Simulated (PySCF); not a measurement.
Mapped SMILES: `[CH2:1]=[C:2]([CH3:3])[SiH2:4][C@@H:5]([CH3:6])[F:7]`. Each H is labelled by its parent atom. Ha(C1) is cis to C3; Ha(Si4) is pro-R; Hb(Si4) is pro-S; Hb(C1) is trans to C3.

Calculated, not measured (PySCF): shielding tensors at PBE0/pcSseg-1 (GIAO), coordinates at the GFN2-xTB level. One averaged value for each set of equivalent atoms, isolated molecule, single conformer, non-relativistic.

Problem. List the cross peaks expected in HSQC, COSY and HMBC spectra.

Solution. 

HSQC (one-bond C–H):
```csv
δH,δC
6.11 (Ha(C1)),134.4 (C1)
5.32 (Hb(C1)),134.4 (C1)
5.21 (H(C5)),86.0 (C5)
2.02 (H(C3)),28.5 (C3)
1.61 (H(C6)),22.2 (C6)
```

COSY cross peaks (H two or three bonds apart, from the bond graph; peaks can be absent where the dihedral angle is near 90°):
```csv
δH,δH
6.11 (Ha(C1)),5.32 (Hb(C1))
5.21 (H(C5)),4.55 (Ha(Si4))
5.21 (H(C5)),4.14 (Hb(Si4))
5.21 (H(C5)),1.61 (H(C6))
4.55 (Ha(Si4)),4.14 (Hb(Si4))
```

HMBC (two and three bonds, from the bond graph):
```csv
δH,δC
6.11 (Ha(C1)),"150.6 (C2), 28.5 (C3)"
5.32 (Hb(C1)),"150.6 (C2), 28.5 (C3)"
5.21 (H(C5)),"150.6 (C2), 22.2 (C6)"
4.55 (Ha(Si4)),"150.6 (C2), 134.4 (C1), 86.0 (C5), 28.5 (C3), 22.2 (C6)"
4.14 (Hb(Si4)),"150.6 (C2), 134.4 (C1), 86.0 (C5), 28.5 (C3), 22.2 (C6)"
2.02 (H(C3)),"150.6 (C2), 134.4 (C1)"
1.61 (H(C6)),86.0 (C5)
```

Shifts are taken against calculated references (same method and geometry level): $^{1}$H (σ = 31.72 ppm) and $^{13}$C (σ = 186.93 ppm) vs TMS.

Short H···H contacts in this conformer between protons four or more bonds apart (candidates for NOE cross peaks, intensity ∝ r⁻⁶): Ha(C1)···H(C3) 2.36 Å, Hb(C1)···H(C5) 2.52 Å, Hb(C1)···H(C6) 2.57 Å.

Shifts are as computed. Against solution values, carbons near 30 ppm lie about +3 ppm off and those near 130 ppm about +5 ppm. Of 1211 compounds with measured shifts, 218 miss one by over three times the rms of a fit or turn the order of signals round; such compounds aren't used in these exercises.
